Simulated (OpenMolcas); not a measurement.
**Lines of Re III: computed and rescaled rates**

```json
{
  "Program": "OpenMolcas",
  "Method": "MS-CASPT2, IPEA 0.25 Eh, imaginary shift 0.1 Eh (closed shells correlated: 5s 5p)",
  "Basis": "ANO-RCC-VTZP [8s7p5d3f2g1h]",
  "Scalar Hamiltonian": "DKH2, point nucleus",
  "Active space": "5 electrons in 5 orbitals (5d)",
  "State averaging": "2S+1 = 6 even, 1 root; 2S+1 = 4 even, 24 roots kept (CI in the orbitals of an earlier block); 2S+1 = 2 even, 75 roots kept (CI in the orbitals of an earlier block)",
  "Spin-orbit coupling": "RASSI with atomic mean-field integrals over the reference wave functions, term energies averaged over their components"
}
```

Rates come from the transition moments of the reference wave functions (E1 and E2 in the length form). At fixed line strength A goes as λ^-3 for E1 and M1 and as λ^-5 for E2, so a rate at the computed wavelength can be rescaled to the measured one. Measured vacuum wavelengths follow from level energies in the list in Brasseur, Gamrath and Quinet, At. Data Nucl. Data Tables 157, 101636 (2024). Branching counts decays inside the model space alone, at computed energies, and the table is only a selection of the M1 lines, drawn from those between levels with measured partners whose computed energy lies within a factor of 1.5 of the measured one.

| Upper | Lower | Type | λ computed (nm) | λ measured (nm) | A computed (s-1) | A rescaled (s-1) | Branching % |
| --- | --- | --- | --- | --- | --- | --- | --- |
| 5d5 4G 9/2 | 5d5 4G 7/2 [71 %] | M1 | 7623 | 6872 | 7.54e-02 | 1.03e-01 | 95.7 |
| 5d5 2I 13/2 | 5d5 2I 11/2 | M1 | 4293 | 4136 | 1.23e-01 | 1.38e-01 | 23.7 |
| 5d5 4D 7/2 [75 %] | 5d5 4G 7/2 [71 %] | M1 | 2296 | 2807 | 8.16e-01 |  | 28.3 |
| 5d5 2I 11/2 | 5d5 4G 9/2 | M1 | 1152 | 1278 | 8.62e-01 |  | 20.7 |
| 5d5 2I 11/2 | 5d5 4G 11/2 | M1 | 1093 | 1227 | 3.30e+00 |  | 79.3 |
| 5d5 2I 13/2 | 5d5 4G 11/2 | M1 | 871.2 | 946.3 | 3.95e-01 |  | 76.0 |
| 5d5 4G 7/2 [71 %] | 5d5 6S 5/2 | M1 | 515.5 | 592.1 | 2.16e-01 |  | 25.9 |
| 5d5 4D 7/2 [75 %] | 5d5 6S 5/2 | M1 | 421 | 488.9 | 7.65e-01 |  | 26.5 |

Spin-changing lines and M1 lines between different terms are not rescaled, since their strength hangs on the term gaps too.

The largest correction is for 5d5 4G 9/2 → 5d5 4G 7/2 [71 %] (M1): 7.54e-02 × (7623 / 6872)^3 = 1.03e-01 s-1, a factor of 1.36.

These are rates of the free ion; in crystals, glasses and complexes forced electric-dipole and non-radiative decay shorten such lifetimes by orders of magnitude. No measured rate stands beside these. Rescaling mends the energy factor alone: line strengths can still be far off where a level mixes with configurations outside the active space, and weak or spin-changing lines hang on small mixing coefficients that depend on the term gaps too, so rescaling need not improve them.

CASPT2 breaks the degeneracy within a term, and the mean is taken; among the terms shown or strongly mixed into the levels shown the widest spread is 330 cm-1 (5d5 2I). Blocks of more than 70 roots (2S+1 = 2 even) ran without multistate coupling. Configurations with an s electron lie low in 5d ions of this charge, fall among these levels and mix in, so low-spin terms can stand far too high, up to twice their true height, and weights are not those of the real levels. Terms from blocks run as CI alone lack orbitals of their own. Some terms miss by over 15 % even with CASPT2, which points to a basis or an active space too small for the shells correlated. Measured partners are found by configuration, term and J. A level has none where our copy of the source lacks it or the pairing is in doubt (some pairs that miss far off the trend of their configuration count as doubtful). Levels of configurations outside the active space are missing.

A share in square brackets marks a mixed level and gives the weight of the term that names it.
